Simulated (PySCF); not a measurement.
Si(F)2(Me)(Cl) (CH3ClF2Si), SMILES C[Si](F)(Cl)F. Atoms are numbered in the order given.

```xyz
8

C      1.5131     1.2629     0.0000
Si    -0.0721     0.3236     0.0000
F     -0.9647     0.6955     1.2908
F     -0.9647     0.6955    -1.2908
Cl     0.2215    -1.7059     0.0000
H      2.1069     1.0135     0.8926
H      2.1069     1.0135    -0.8926
H      1.3166     2.3465     0.0000
```

Geometry optimised at B3LYP-D3(BJ)/def2-SVP.

Two levels are set side by side: PBE/pcSseg-1 (PySCF) and KT2/pcSseg-1 (PySCF). GIAO shifts against CFCl3 (¹⁹F), HCl (³⁵Cl), TMS (²⁹Si), TMS (¹H), TMS (¹³C) at the same level; non-relativistic, no solvent, atoms listed together averaged. Without spin–orbit terms, shifts of atoms bonded to Cl or Br come out too high at both levels. Differences are taken from unrounded values.

```json
[
 {"quantity": "δ(¹³C) of C1 (ppm)", "KT2": "1.6"},
 {"quantity": "δ(²⁹Si) of Si2 (ppm)", "KT2": "-4.5"},
 {"quantity": "δ(¹⁹F) of F3, F4 (ppm)", "KT2": "-149.1"},
 {"quantity": "δ(³⁵Cl) of Cl5 (ppm)", "KT2": "92.9"},
 {"quantity": "δ(¹H) of H6, H7, H8 (ppm)", "KT2": "0.85"}
]
```

### Question
What does PBE give, and how far is it from KT2? (An estimate is asked for; the answer gives what the named calculation found.)

### Answer

| quantity | PBE | PBE minus KT2 |
|---|---|---|
| δ(¹³C) of C1 (ppm) | 1.4 | -0.2 |
| δ(²⁹Si) of Si2 (ppm) | -6.5 | -2.0 |
| δ(¹⁹F) of F3, F4 (ppm) | -142.5 | 6.6 |
| δ(³⁵Cl) of Cl5 (ppm) | 93.2 | 0.2 |
| δ(¹H) of H6, H7, H8 (ppm) | 0.83 | -0.02 |

Rough cost on one machine, each run with all the roots and properties that it gave: KT2 against PBE within a factor of 2.
